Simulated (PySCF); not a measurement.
Electron correlation in Si²⁺ (silicon, charge +2)

[Ne] 3s2, closed-shell 1S. All numbers are calculated (PySCF 2.14, scalar relativity by spin-free X2C-1e, in x2c-QZVPPall with one added diffuse shell each of s, p, d, f type (10s7p5d3f1g, 86 functions)). Frozen: [Ne]; 2 electrons correlated.

With two correlated electrons CCSD is exact within the correlated space (frozen core and kept virtual orbitals).

| level | correlation energy (mhartree) |
| --- | --- |
| CCSD | -45.52 |

Diagnostics: T1 = 0.0065, D1 = 0.0092, largest double amplitude 0.115.

Cost of the coupled-cluster step: roughly 4 core-seconds, for 2 correlated electrons.

Iterations:

```
CC2 = 0
CCSD nocc = 1, nmo = 81
frozen orbitals [0, 1, 2, 3, 4]
max_cycle = 100
direct = 0
conv_tol = 1e-08
conv_tol_normt = 1e-06
diis_space = 8
diis_start_cycle = 0
Init t2, MP2 energy = -288.634620437279  E_corr(MP2) -0.0334343516355169
Init E_corr(CCSD) = -0.0334343516386054
cycle = 1  E_corr(CCSD) = -0.040176469640612  dE = -0.006742118  norm(t1,t2) = 0.0445918
cycle = 2  E_corr(CCSD) = -0.0431240392817301  dE = -0.00294756964  norm(t1,t2) = 0.0205592
cycle = 3  E_corr(CCSD) = -0.0455251918844792  dE = -0.0024011526  norm(t1,t2) = 0.00963683
cycle = 4  E_corr(CCSD) = -0.0455118278984783  dE = 1.3363986e-05  norm(t1,t2) = 0.000452632
cycle = 5  E_corr(CCSD) = -0.0455183441554241  dE = -6.51625695e-06  norm(t1,t2) = 3.01649e-05
cycle = 6  E_corr(CCSD) = -0.0455166087454428  dE = 1.73540998e-06  norm(t1,t2) = 6.51242e-06
cycle = 7  E_corr(CCSD) = -0.0455166904592951  dE = -8.17138522e-08  norm(t1,t2) = 6.54315e-07
cycle = 8  E_corr(CCSD) = -0.0455167064468509  dE = -1.59875558e-08  norm(t1,t2) = 1.02192e-07
cycle = 9  E_corr(CCSD) = -0.045516703581709  dE = 2.86514192e-09  norm(t1,t2) = 1.87659e-08
CCSD converged
E(CCSD) = -288.6467027892248  E_corr = -0.04551670358170902
```
